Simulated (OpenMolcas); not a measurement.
**Br5+: effect of the active space**

```json
{
  "Program": "OpenMolcas 26.06",
  "Method": "CASSCF or its RAS form",
  "Basis": "ANO-RCC-VTZP",
  "Scalar Hamiltonian": "DKH2, point nucleus",
  "Spin-orbit coupling": "RASSI with atomic mean-field integrals over the reference wave functions, term energies averaged over their components"
}
```

A. 2 electrons in 4 orbitals (4s 4p); 2S+1 = 3 even, 3 roots; 2S+1 = 1 even, 7 roots; 2S+1 = 3 odd, 3 roots; 2S+1 = 1 odd, 3 roots; cost roughly 19 core-seconds
B. 2 electrons in 8 orbitals (4s 4p 5s 5p); 2S+1 = 3 even, 3 roots; 2S+1 = 1 even, 7 roots; 2S+1 = 3 odd, 3 roots; 2S+1 = 1 odd, 3 roots; cost roughly 16 core-seconds
C. 2 electrons in 9 orbitals (RAS2 4s 4p; RAS3 4d, at most 2 electrons); 2S+1 = 3 even, 3 roots; 2S+1 = 1 even, 7 roots; 2S+1 = 3 odd, 3 roots; 2S+1 = 1 odd, 3 roots; cost of the order of 17 core-seconds

Energies in cm-1 above 4s2 1S0, the measured ground level; measured values from Moore, Atomic Energy Levels, vol. II, NSRDS-NBS 35 (1971 reprint of NBS Circular 467, 1952).

| Level | A | B | C | Measured |
| --- | --- | --- | --- | --- |
| 4s2 1S0 | 0.0 | 0.0 | 0.0 | 0.0 |
| 4s 4p 3P* 0 | 100727 | 101502 | 99836 | 104316 |
| 4s 4p 3P* 1 | 102715 | 103488 | 101794 | 106431 |
| 4s 4p 3P* 2 | 107101 | 107873 | 106192 | 111336 |
| 4s 4p 1P* 1 | 161958 | 162461 | 153288 | 151274 |
| 4p2 3P0 | 242351 | 243117 | 241028 | 244136 |
| 4p2 3P1 | 245059 | 245809 | 243816 | 247406 |
| 4p2 3P2 | 248606 | 249348 | 249154 | 253892 |
| 4p2 1D2 | 263250 | 263895 | 242074 |  |

Deviations, from unrounded energies. A percentage is the sum of absolute deviations over the sum of measured energies, with the sign that they share, or ± where signs differ.

```csv
Against measurement,Levels,A,B,C
mean absolute deviation (cm-1),7,4500,3900,4000
other configurations (%),7,±2.6,±2.3,±2.3
```

B, C lie about equally close to measurement and A furthest from it. The largest miss of B in the table is 4s 4p 1P* 1, by +11000 cm-1. The ranking rests on the paired levels alone, and a cruder setting can come out closer through cancelling errors.

Among A to C the level of the table that moves most is 4p2 1D2, by 22000 cm-1 (lowest in C, highest in B).

The ¹D term of p² mixes with s d, which this space lacks (holds for A; B). Active for correlation alone: 5p 5s; no level in the range computed is led by a configuration that fills them, so any true level of that kind is missing (holds for B). Active for correlation alone: 4d; no level in the range computed is led by a configuration that fills it, so any true level of that kind is missing (holds for C). Some terms mix strongly with configurations of 4d, whose occupation reaches 0.18 (4p2 1D) (holds for C). Computed and measured levels are paired by configuration, term and J; levels that our copy of the source lacks, or whose pairing is in doubt (as where it misses far off the trend of its configuration), stay unpaired and out of the deviations. Only configurations of the active space appear. The table leaves out levels that lie high or whose names do not pair safely across all columns.

* marks odd parity.
